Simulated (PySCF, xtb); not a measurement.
C2H4NO, SMILES C[N]C=O, multiplicity 2.

Coordinates come from a PBE0-D3(BJ)/def2-SVP optimisation. The isomer is the one that the SMILES or the coordinates give; other isomers of the formula were not compared. The values are those of a single conformer.

These are PySCF with C-PCM-ωB97X/def2-SVP values and carry that method's errors.

The values are the electrostatic part of the solvation free energy, E(continuum) − E(gas) at the gas-phase geometry, in a cavity of scaled van der Waals radii (PySCF's table); cavitation and dispersion terms are not included. The dipole moment in vacuum is 2.02 D.

Computed values in water (ε = 78.36), chlorobenzene (ε = 5.70), acetonitrile (ε = 35.69):
| solvent | ε | ΔG(elec) (kcal/mol) | dipole (D) |
|---|---|---|---|
| water | 78.36 | -4.9 | 2.53 |
| chlorobenzene | 5.70 | -4.0 | 2.43 |
| acetonitrile | 35.69 | -4.9 | 2.52 |

For comparison, GFN2-xTB/ALPB(water) (xtb, at the GFN2-xTB geometry, all terms of that model) gives -5.5 kcal/mol.
